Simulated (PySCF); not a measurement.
**From computed data to an observable: dipole moment from atomic charges**

H4S3Si, SMILES S[SiH](S)S. Atoms are numbered in the order given.

```xyz
8

Si    -0.3800     0.3213     0.1843
S     -0.8358    -0.5968    -1.6918
S     -0.0455    -1.2988     1.5482
S      1.2819     1.6261    -0.1218
H     -1.4448     1.2190     0.7098
H     -1.6623    -1.5264    -1.1596
H     -0.0899    -0.5157     2.6502
H      2.1074     0.6383    -0.5350
```

Coordinates come from a PBE0-D3(BJ)/def2-SVP optimisation. The values are those of a single conformer.

Charges (e) from PBE/def2-TZVP (PySCF):

| atom | ESP fit | IAO |
|---|---|---|
| Si1 | 0.008 | 0.664 |
| S2 | -0.206 | -0.296 |
| S3 | -0.263 | -0.306 |
| S4 | -0.182 | -0.293 |
| H5 | 0.043 | -0.112 |
| H6 | 0.207 | 0.114 |
| H7 | 0.199 | 0.113 |
| H8 | 0.193 | 0.116 |

The dipole moment of the full density is 0.94 D.

Question: What dipole moment does each set of point charges give, and which comes closer to that of the density?

Answer: 
μ = Σ q r, and 1 e Å = 4.8032 D.
ESP fit: Σ q r = (-0.070, -0.072, 0.180) e Å, |μ| = 0.99 D.
IAO: Σ q r = (-0.160, 0.016, 0.211) e Å, |μ| = 1.27 D.
ESP fit comes closer in size. Point charges leave out the atoms' own dipoles (lone pairs, polarised bonds); fits to the potential absorb them, partitions of the density don't.
